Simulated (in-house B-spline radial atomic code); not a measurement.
Configurations of the tin ion Sn⁴⁺, with energies counted from [Kr] 4d10. Computed with a B-spline radial code for spherical atoms: scalar-relativistic (X2C) LDA PW92, spin-polarised, spherical fractional occupations, Fermi nucleus of rms radius 4.6519 fm. Shells without spins written out take the highest spin.

Occupations are held fixed; configurations that lie above the ionisation limit could autoionise.

```
                                      configuration  E - E(ref) (eV)  highest orbital  its <r> (bohr)
                                       [Kr] 4d9 5s1           21.979            5s up           1.979
             [Kr] 4d(4 up, 5 down) 5d(1 up, 0 down)           47.003            5d up           2.937
                                       [Kr] 4d9 4f1           51.547            4f up           2.503
                          [Ar] 3d9 4s2 4p6 4d10 5s1           483.51            5s up           1.962
                          [Ar] 3d9 4s2 4p6 4d10 5p1           494.16            5p up           2.226
[Ar] 3d(4 up, 5 down) 4s2 4p6 4d10 5d(0 up, 1 down)           508.53          5d down           2.889
```

(1) Order these further configurations by energy, lowest first.
A. [Ar] 3d9 4s2 4p6 4d10 4f1
B. [Ar] 3d10 4s2 4p(2 up, 3 down) 4d10 4f(1 up, 0 down)
C. [Ar] 3d10 4s2 4p5 4d10 4f1
D. [Ar] 3d10 4s2 4p5 4d10 5p1
E. [Ar] 3d10 4s2 4p(3 up, 2 down) 4d10 5d(1 up, 0 down)

(2) How far above the reference does [Ar] 3d10 4s2 4p5 4d10 5f1 lie?

## Answers

(1) D (97.685 eV), E (112.04 eV), C (116.63 eV), B (116.8 eV), A (513.46 eV).

(2) 125.24 eV; its least bound orbital is 5f up with <r> = 4.714 bohr.
